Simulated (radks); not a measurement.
Species: Ru. Configuration: [Kr] 4d7 5s1. All-electron calculation, scalar-relativistic Kohn-Sham, LDA (Slater exchange, VWN5 correlation), spin-polarised, spherical densities, point nucleus; open shells are filled with parallel spins first (spin-orbit coupling, left out, can overturn this in heavy ions); hard spherical wall at 15 bohr. Program: a radial shooting solver on a logarithmic mesh with Libxc functionals.

Normalised radial functions P(r) = r R(r), r in bohr:

```
   r/bohr * 4s down (the largest magnitude, 1.15, reaches the edge; | marks zero)
 0.003803                             |  *
 0.004427                             |  *
 0.005154                             |   *
    0.006                             |   *
 0.006985                             |   *
 0.008132                             |    *
 0.009392                             |    *
  0.01093                             |    *
  0.01273                             |     *
  0.01482                             |     *
  0.01725                             |     *
  0.01992                             |     *
  0.02319                             |    *
    0.027                             |   *
  0.03143                             |  *
  0.03659                             | *
  0.04226                             *
   0.0492                           * |
  0.05727                         *   |
  0.06667                      *      |
  0.07762                     *       |
  0.08964                   *         |
   0.1044                   *         |
   0.1215                     *       |
   0.1414                        *    |
   0.1646                            *|
   0.1917                             |   *
   0.2214                             |        *
   0.2577                             |            *
      0.3                             |              *
   0.3493                             |             *
   0.4066                             |        *
   0.4696                             |*
   0.5466                     *       |
   0.6364            *                |
   0.7409     *                       |
   0.8625  *                          |
   0.9961  *                          |
     1.16      *                      |
     1.35           *                 |
    1.572                 *           |
     1.83                     *       |
    2.113                         *   |
     2.46                           * |
    2.864                            *|
    3.334                             *
    3.881                             *
    4.518                             *
    5.218                             *
    6.074                             *
    7.071                             *
    8.232                             *
    9.584                             *
    11.07                             *
    12.88                             *
       15                             *
```

4s down: eigenvalue -75.298 eV, 3 radial nodes at r = 0.0423, 0.170, 0.481 bohr, <r> = 1.02 bohr, 90 % of the charge inside 1.48 bohr.
